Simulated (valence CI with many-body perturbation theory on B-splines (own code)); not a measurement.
Results of a calculation; reference values are marked as such.
# Ladder of approximations for Ru²⁸⁺

Level of theory: relativistic CI+MBPT: six valence electrons over a frozen Dirac-Fock core [Ne], a basis of 9 s, 9 p, 8 d, 6 f, 3 g, 1 h functions for each j, with the one-electron correlation potential Σ1 (screened to all orders), the two-electron term Σ2, the three-electron term Σ3, Breit, model QED; selected single and double excitations, second order for the rest, scaled by the run's own slope (own B-spline code, finite nucleus).

The last digits are not significant, and no measured levels were compared; by estimate large intervals hold to a few tenths of a per cent, small ones and those within an open d or f shell to about a per cent. Among the levels kept, up to 1500 cm⁻¹ of a level comes from second order outside the variational space, and about a tenth of that is noise between levels of different J, which matters for small intervals.

Each rung adds one term. CI alone is the Dirac-Coulomb CI over the frozen core; QED comes last and gives the full result, which names the levels. Energies are above (3s^2 3p1/2^2 3p3/2^2) J=2 on the same rung, in cm⁻¹.

Levels are named by their leading jj configuration (3d3/2^4 stands for four electrons in 3d with j = 3/2), which in mixed levels can hold well under half, so a name can repeat and another be missing. Letters in brackets count levels of one name in rising energy.

```
                             Level  CI alone     Σ1     Σ2     Σ3  Breit    QED     Full
        (3s^2 3p1/2^2 3p3/2^2) J=0     73184    +23   -220   -288   +367    -38    73028
          (3s^2 3p1/2 3p3/2^3) J=1    224219   +382   +383    +47  -3436   +462   222057
          (3s^2 3p1/2 3p3/2^3) J=2    270057   +389   +162   -150  -4008   +453   266903
                (3s^2 3p3/2^4) J=0    528671   +753   +457   -298  -7021   +818   523380
          (3s 3p1/2^2 3p3/2^3) J=2    857630   -985   -285  +1011  -1075  -3429   852867
(3s^2 3p1/2^2 3p3/2 3d3/2) J=1 [a]    911048  -1079   -880   +445  -1423  -2315   905796
    (3s^2 3p1/2^2 3p3/2 3d3/2) J=2    954530  -1237  -1886   -819  -2252   -575   947759
    (3s^2 3p1/2^2 3p3/2 3d3/2) J=0    965866  -1212  -1594   -688  -1910   -570   959893
    (3s^2 3p1/2^2 3p3/2 3d3/2) J=3    969335  -1178  -1784   -869  -3410   -450   961644
    (3s^2 3p1/2^2 3p3/2 3d5/2) J=4   1014450   -898  -1711   -883  -5453   -324  1005180
(3s^2 3p1/2^2 3p3/2 3d3/2) J=1 [b]   1017130  -1033  -1792   -363  -2614  -1452  1009880
    (3s^2 3p1/2^2 3p3/2 3d5/2) J=2   1054310   -912  -2141   -817  -4623   -573  1045250
            (3s 3p1/2 3p3/2^4) J=0   1089190   -680   +148   +761  -3965  -2757  1082700
    (3s^2 3p1/2^2 3p3/2 3d5/2) J=3   1106850   -978  -2270  -1445  -4563   -310  1097280
            (3s 3p1/2 3p3/2^4) J=1   1131100   -737   -973   +118  -4941  -1629  1122940
(3s^2 3p1/2 3p3/2^2 3d3/2) J=1 [a]   1141080   -864  -1770  -1194  -5381   -188  1131680
(3s^2 3p1/2 3p3/2^2 3d3/2) J=2 [a]   1153400   -904  -1609   -688  -5852   -102  1144240
    (3s^2 3p1/2 3p3/2^2 3d3/2) J=0   1163840   -817  -1569   -497  -6020   -233  1154700
(3s^2 3p1/2 3p3/2^2 3d3/2) J=3 [a]   1176720   -839  -1574   -784  -7112    -46  1166370
(3s^2 3p1/2 3p3/2^2 3d5/2) J=3 [a]   1201130   -605  -1557   -730  -7905    +55  1190380
(3s^2 3p1/2 3p3/2^2 3d5/2) J=1 [a]   1209370   -796  -2224  -1106  -4998   -771  1199480
(3s^2 3p1/2 3p3/2^2 3d5/2) J=4 [a]   1213050   -689  -1396   -978  -8172    +31  1201850
(3s^2 3p1/2 3p3/2^2 3d5/2) J=4 [b]   1230850   -725  -1567  -1141  -7728    -16  1219670
(3s^2 3p1/2 3p3/2^2 3d5/2) J=4 [c]   1260780   -598  -1564  -1120  -8997    +68  1248570
(3s^2 3p1/2 3p3/2^2 3d3/2) J=2 [b]   1268930   -850  -2120  -1346  -6147   -124  1258350
    (3s^2 3p1/2 3p3/2^2 3d5/2) J=5   1277310   -540  -1430  -1263  -9911    +86  1264260
(3s^2 3p1/2 3p3/2^2 3d5/2) J=1 [b]   1319950   -669  -3320  -1385  -6636   -462  1307470
    (3s^2 3p1/2 3p3/2^2 3d5/2) J=0   1333790   -612  -2123  -1232  -7403   -266  1322160
(3s^2 3p1/2 3p3/2^2 3d5/2) J=2 [a]   1344910   -555  -1970  -1742  -7296     -5  1333340
(3s^2 3p1/2 3p3/2^2 3d3/2) J=2 [c]   1357560   -765  -4703  -1926  -6333   -405  1343430
(3s^2 3p1/2 3p3/2^2 3d3/2) J=3 [b]   1366390   -726  -4348  -2218  -7406    -22  1351670
```

The middle columns are the shifts that each term adds.

Problem. How does the ionisation energy move along the ladder, and which term matters most?

Solution. CI alone 1580.3, + Σ1 1581.1, + Σ2 1581.2, + Σ3 1580.7, + Breit 1579.9, + QED 1579.9 eV. The largest step is Breit, -0.8 eV, with Σ1 about as large (0.8). NIST lists 1577 ± 2.1 eV (semi-empirical).
